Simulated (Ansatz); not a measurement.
Wavefunction ladder for CH5FNSi, SMILES `[CH2][SiH](N)F` radical

```xyz
9

C    -1.492   -0.189   -0.307
Si    0.079    0.224    0.539
N     1.394   -0.281   -0.412
F     0.031    1.804    0.825
H    -2.365    0.454   -0.258
H    -1.639   -1.124   -0.839
H     0.249   -0.405    1.872
H     2.315   -0.375   -0.017
H     1.428   -0.109   -1.403
```

Charge 0, multiplicity 2. The geometry is a stationary point of PBE0-D4/def2-TZVP. It is one conformer, not always the lowest. Frozen core, unrestricted reference, Ansatz. CBS rows extrapolate triple and quadruple zeta; past MP2 they add the triple-zeta difference.

| basis | HF (Eh) | MP2 corr. | CCSD corr. | (T) | CCSD(T) total |
| --- | --- | --- | --- | --- | --- |
| def2-SVP | -483.41778 | -0.56305 | -0.60358 | -0.01241 | -484.03377 |
| def2-TZVPP | -483.77305 | -0.72557 | ? | -0.02480 | ? |
| def2-QZVPP | ? | -0.78527 | – | – | – |
| CBS(def2) | ? | -0.82949 | ? | as TZ | ? |

(1) Fill in the withheld values. (Estimate.)

## Answers

(1) Computed: def2-TZVPP CCSD corr.: -0.76022; def2-TZVPP CCSD(T) total: -484.55807; def2-QZVPP HF (Eh): -483.79210; CBS(def2) HF (Eh): -483.79473; CBS(def2) CCSD corr.: -0.86414; CBS(def2) CCSD(T) total: -484.68367.
